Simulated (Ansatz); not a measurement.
This geometry of C4H11Al (16 atoms, charge 0, multiplicity 1) is a first-order saddle point.

All numbers below come from RKS PBE-D4/STO-3G in Ansatz.

```xyz
16
Properties=species:S:1:pos:R:3
C -0.197 -1.366 1.468
C 0.693 -0.711 0.368
C -0.159 0.101 -0.670
C 0.777 0.844 -1.696
Al -1.333 1.284 0.319
H -0.939 -2.053 1.019
H 0.413 -1.939 2.192
H -0.753 -0.594 2.042
H 1.282 -1.509 -0.136
H 1.426 -0.038 0.860
H -0.759 -0.642 -1.234
H 0.632 0.460 -2.724
H 0.604 1.938 -1.731
H 1.844 0.700 -1.439
H -0.722 2.424 1.106
H -2.833 1.079 0.301
```

Q: Which two structures does it join? (They come from a converged band through this point; their orientation in space is the band's.)

A: No bond is made or broken. The dihedral Al5–C3–C4–H13 goes from 58 to -62°. The two ends are copies of one structure, up to a mirror image or an exchange of like atoms.

Image 0:

```xyz
16
Properties=species:S:1:pos:R:3
C -0.151 -1.331 1.512
C 0.721 -0.652 0.412
C -0.154 0.065 -0.674
C 0.769 0.808 -1.692
Al -1.408 1.242 0.219
H -0.827 -2.087 1.069
H 0.476 -1.830 2.273
H -0.779 -0.580 2.039
H 1.375 -1.422 -0.052
H 1.394 0.086 0.897
H -0.694 -0.728 -1.233
H 0.181 1.265 -2.512
H 1.344 1.616 -1.198
H 1.502 0.117 -2.156
H -0.870 2.355 1.093
H -2.901 1.054 0.047
```

Image 10:

```xyz
16
Properties=species:S:1:pos:R:3
C -0.168 -1.380 1.471
C 0.698 -0.705 0.364
C -0.176 0.097 -0.660
C 0.746 0.822 -1.691
Al -1.324 1.320 0.313
H -0.901 -2.080 1.026
H 0.460 -1.944 2.185
H -0.733 -0.620 2.052
H 1.292 -1.489 -0.153
H 1.426 -0.022 0.850
H -0.784 -0.643 -1.222
H 1.417 0.107 -2.209
H 0.154 1.341 -2.471
H 1.388 1.577 -1.197
H -0.689 2.353 1.218
H -2.829 1.245 0.169
```

Q: How far does it lie above each of them?

A: 13.3 kJ/mol above the first and 13.3 kJ/mol above the second. This is the barrier of this one path; another mechanism may lie lower. Limits of this set-up: minimal basis.

Time of the run: 6.9 min on 1 CPU thread of a shared host.
